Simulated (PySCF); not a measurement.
# GaCl and its ions

r²SCAN; PySCF, scalar-relativistic core potentials, basis sets Ga cc-pVDZ-PP with ECP10, Cl cc-pV(D+d)Z. Neutral (UKS): singlet (closed shell), Re = 2.239 Å, ωe = 360 cm⁻¹, De = 4.83 eV, HOMO -6.83 eV, LUMO -2.20 eV.

GaCl⁺ (UKS): doublet (σ ↑), Re = 2.113 Å, ωe = 402 cm⁻¹, De = 0.99 eV to Ga⁺ + Cl. The energies at the minima are -719.61824 hartree for GaCl and -719.25417 for GaCl⁺.

Question: Work out the adiabatic ionisation energy, without and with harmonic zero-point energies (1 hartree = 27.2114 eV, 1 eV = 8065.5 cm⁻¹), and the change of the bond length.

Answer: At r²SCAN: 0.36407 hartree = 9.907 eV between the minima; the zero-point term (402.0 − 360.0)/2 cm⁻¹ = +0.003 eV makes it 9.909 eV. Re changes by -12.6 pm against the neutral. Minus the HOMO energy is 6.83 eV, -3.08 eV from the value between the minima; self-interaction puts the Kohn–Sham level too high, less so with exact exchange. The electron leaves a σ orbital, and the shorter bond of the ion fits an antibonding orbital, or a change in how ionic the bond is.

Spin–orbit coupling is left out. For an ion De counts to the pair picked by the measured ionisation energies or electron affinities, which need not be the lowest pair at this level. States were picked by a PBE0 search and need not be the measured ground states.
